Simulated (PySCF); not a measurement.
Species: C4H7N3OSi.
SMILES with atom numbers: `[CH2:1]=[CH:2][c:3]1[n:4][nH:5][c:6]([O:7][SiH3:8])[n:9]1`

NICS = −σ at a ghost point: NICS(0) at the centroid of the ring atoms, NICS(1) 1 Å to either side along the normal of their mean plane, zz for the tensor component along that normal. Level: GIAO PBE0/pcSseg-1 (PySCF, non-relativistic, gas phase) on the GFN2-xTB geometry, one conformer.

Ring bond lengths (Å), with Mayer bond orders in brackets: C3–N4 1.317 (1.58), N4–N5 1.347 (1.13), N5–C6 1.354 (1.15), C6–N9 1.305 (1.53), N9–C3 1.366 (1.28).

Q: What do the NICS probes read (ppm)?

A: 
```
          ring                                                 type  NICS(0)  NICS(1), two faces  NICS(1)zz, two faces  rms pucker (Å)  centre to ring atoms, mean (Å)
C3–N4–N5–C6–N9  5-membered ring with 3 N; formal bonds all aromatic    -10.8         -9.4 / -9.4         -23.6 / -23.6            0.00                            1.14
```

Q: What do they say, and how far can they be read as aromaticity?

A: 
- C3–N4–N5–C6–N9: mean NICS(1)zz -23.6 ppm, shielded. For a flat ring without four-coordinate atoms the NICS criterion counts such a value as aromatic.

Q: What does the geometric index give? HOMA takes Krygowski's 1993 parameters.

A: 
- C3–N4–N5–C6–N9: HOMA 0.91; the largest term is that of N4–N5, α(R − Ropt)² = 0.19. The geometric and the magnetic index point the same way.

Q: What is the mean of the two in-plane components of NICS at the first NICS(1) probe listed for ring C3–N4–N5–C6–N9, 1 Å off the ring?

A: The isotropic value is a third of the trace: (3 × -9.4 − (-23.6))/2 = -2.3 ppm.

Q: What are the shieldings of the ring atoms and their hydrogens in the same run (means over atoms taken as equivalent)?

A: 
```json
{"atoms": "C3", "environment": "substituted aromatic carbon", "σ isotropic (ppm)": "23.4", "principal values of the symmetric part, first atom (ppm)": "-47.7, 16.9, 101.0"}
{"atoms": "N4", "environment": "pyridine-type nitrogen", "σ isotropic (ppm)": "-52.0", "principal values of the symmetric part, first atom (ppm)": "-268.9, -33.1, 146.1"}
{"atoms": "N5", "environment": "pyrrole-type nitrogen", "σ isotropic (ppm)": "69.1", "principal values of the symmetric part, first atom (ppm)": "-16.3, 105.5, 118.3"}
{"atoms": "C6", "environment": "aromatic carbon bearing oxygen", "σ isotropic (ppm)": "23.7", "principal values of the symmetric part, first atom (ppm)": "-30.1, 31.2, 70.1"}
{"atoms": "N9", "environment": "pyridine-type nitrogen", "σ isotropic (ppm)": "29.2", "principal values of the symmetric part, first atom (ppm)": "-113.3, -20.4, 221.3"}
{"atoms": "H on N5", "environment": "N–H hydrogen", "σ isotropic (ppm)": "22.81", "principal values of the symmetric part, first atom (ppm)": "17.8, 23.3, 27.4"}
```

The run took 74 s of wall time (with the writing of density and orbital grids) on an Arm Neoverse N1 with one thread, shared host with 64 logical CPUs at a one-minute load of 60, and the process peaked at 0.85 GiB of memory. This is the whole shielding run at PBE0/pcSseg-1, SCF included.

The values belong to the conformer `[CH2:1]=[CH:2][c:3]1[n:4][nH:5][c:6]([O:7][SiH3:8])[n:9]1`: C1–C2–C3–N4 180°, N5–C6–O7–Si8 180°.
